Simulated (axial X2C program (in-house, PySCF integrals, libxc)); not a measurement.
Correcting the dissociation energy of GaSb for spin–orbit coupling

A spin-free PBE0 curve (one-electron X2C) was computed with an axial X2C code built on PySCF integrals, basis Sb dyall-cv3z [11s12p8d4f1g], Ga dyall-cv3z [9s9p7d4f1g] (cores contracted in-house), for the state M_S = 1, Λ = 0 (beyond evenly filled blocks: π+α, π-α). It gives D0 = 1.799 eV to Sb + Ga, which in a spin-free picture are the weighted means of the ground terms.

Measured levels of the ground terms (NIST Handbook of Basic Atomic Spectroscopic Data), in cm⁻¹: Sb 4S: J = 3/2 at 0; Ga 2P: J = 1/2 at 0, J = 3/2 at 826.2.

The molecular state has Λ = 0, so it has no first-order lowering.

Task: How far does each ground level lie under the (2J+1)-weighted mean of its term?

Result: Sb: a single level, 0; Ga: (2 × 0 + 4 × 826.2)/6 = 551 cm⁻¹.

Task: Correct D0.

Result: D0 = 1.799 + (0 − 551)/8065.5 = 1.731 eV at PBE0 with these spin–orbit terms.

Second-order spin–orbit effects in the molecule, which grow quickly with Z, are left out. The state is a single determinant with fixed occupations, the lowest that a limited PBE0 search found. De is counted from the lowest determinant-based energies of the atoms at the same level, without counterpoise correction. PBE0 can misorder states that lie within some tenths of an eV, so this need not be the ground state of the molecule. The nearest other spin-free determinant of the search, M_S = 1, Λ = 1, lies 0.36 eV up at the distance of the search.
